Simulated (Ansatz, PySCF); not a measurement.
This PySCF input computes a PBE0/def2-TZVPD energy:

```python
from pyscf import gto, scf, dft

mol = gto.M(
    atom='''
    In   -0.00000000   -0.00000000   -0.27269741
    O     0.00000000    0.00000000    1.67027163
    ''',
    basis='def2-tzvpd',
    ecp='def2-tzvp',
    charge=0,
    spin=1,
    symmetry='C2v',
    verbose=4,
)

mf = dft.UKS(mol, xc='pbe0').density_fit(auxbasis='def2-universal-jkfit')
mf.grids.level = 3
mf.conv_tol = 1e-9
mf.max_cycle = 100
mf.max_memory = 1500
mf.kernel()
if not mf.converged:
    mf = mf.newton()
    mf.kernel(mf.make_rdm1())
mf.analyze()
```

Task: Write an input for the same energy in Ansatz (a first-principles code) and say what it gives.

Result: 
Ansatz 0.2 input:
```yaml
crystal:
  periodic: [false, false, false]
  atoms:
    - {symbol: In, position_ang: [-0.00000000, -0.00000000, -0.27269741]}
    - {symbol: O, position_ang: [0.00000000, 0.00000000, 1.67027163]}
basis:
  gaussian:
    orbitals: def2-TZVPD
hamiltonian:
  xc: {name: PBE0}
magnetization: {spin_polarized: true, initial_magnetization: 1}
output: {forces: true}
```
It gives -265.26052 Eh, and PySCF -265.26055 Eh, a difference of 0.03 mEh, from the treatment of integrals and grids.
